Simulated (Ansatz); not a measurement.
One change: `C1[SiH2][SiH2][SiH2]1` becomes `F[SiH]1C[SiH2][SiH2]1`.

Ansatz, PBE0-D4/def2-TZVP geometries, multiplicity 1. 

```csv
property,`C1[SiH2][SiH2][SiH2]1`
HOMO energy (B3LYP/def2-TZVPP) / eV,-7.04
HOMO energy (PBE0/def2-TZVPP) / eV,-7.23
HOMO energy (PBE/def2-TZVPP) / eV,-6.24
LUMO energy (PBE0/def2-TZVPP) / eV,-0.49
LUMO energy (B3LYP/def2-TZVPP) / eV,-0.60
LUMO energy (ωB97M-V/def2-TZVPP) / eV,1.23
```

Problem. Give the same properties after the change, and the shifts. (An estimate is asked.)

Solution. Ansatz gave: 
```csv
property,`F[SiH]1C[SiH2][SiH2]1`,shift
HOMO energy (B3LYP/def2-TZVPP) / eV,-7.15,-0.11
HOMO energy (PBE0/def2-TZVPP) / eV,-7.34,-0.11
HOMO energy (PBE/def2-TZVPP) / eV,-6.30,-0.06
LUMO energy (PBE0/def2-TZVPP) / eV,-0.92,-0.43
LUMO energy (B3LYP/def2-TZVPP) / eV,-1.04,-0.44
LUMO energy (ωB97M-V/def2-TZVPP) / eV,0.93,-0.30
```

With PBE0 the HOMO falls by 0.11 eV and the LUMO falls by 0.43 eV, so the gap narrows by about 0.32 eV. PBE moves the HOMO by -0.06 eV and ωB97M-V by -0.11 eV.

Positive LUMOs are unbound, so they and the gaps depend on the basis.

B3LYP here is the variant with VWN-RPA as its local correlation; programs differ in this.
